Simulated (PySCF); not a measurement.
Level of theory: TPSSh-D3(BJ)/def2-TZVP // CAM-B3LYP-D3(BJ)/def2-SVP in PySCF. Isolated molecules, 0 K electronic values unless said otherwise. One relaxed conformer stands for a flexible species; it need not be the lowest. 

Reference species (SMILES): `[In]([O]C)([CH2]C)[CH2]C` (neutral, multiplicity 1).

The S1 oscillator strength is 0.001. The HOMO is -6.01 eV.

Changed species: `C[CH2][In]([CH2]C)[CH2]C` (3 of 3 OCH3 replaced by C2H5; the reference has 2 of 3 OCH3 replaced by C2H5).

Question: Give the shifts of the S1 oscillator strength and HOMO.

Answer: the S1 oscillator strength stays essentially unchanged; the HOMO rises by 0.19 eV, to -5.82 eV.
